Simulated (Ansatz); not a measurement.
HIPb (SMILES [I][PbH]) moved off its minimum; all values from Ansatz (a program for electronic structure), cores frozen in correlated methods. Elements past Kr take the def2 small-core potentials, without spin–orbit coupling.
(charge 0, multiplicity 1)
```xyz
3

Pb    -0.64822    -0.53661     0.73313
H     -1.81603    -1.10865    -0.54502
I      1.03148     0.85659    -1.13286
```

Forces at wB97M-V/def2-TZVPP (eV/Å):

```json
[
 {"atom": "Pb1", "Fx": "0.352", "Fy": "0.267", "Fz": "-0.232"},
 {"atom": "H2", "Fx": "-0.026", "Fy": "-0.003", "Fz": "-0.088"},
 {"atom": "I3", "Fx": "-0.326", "Fy": "-0.264", "Fz": "0.320"}
]
```

**Question.** Give the forces (eV/Å), the total energy and the dipole at CCSD(T)/def2-TZVPPD.

**Answer.** 
| atom | Fx | Fy | Fz |
|---|---|---|---|
| Pb1 | 0.375 | 0.216 | 0.201 |
| H2 | -0.239 | -0.109 | -0.315 |
| I3 | -0.136 | -0.107 | 0.114 |
Energy -489.3712 hartree, dipole 3.68 D.
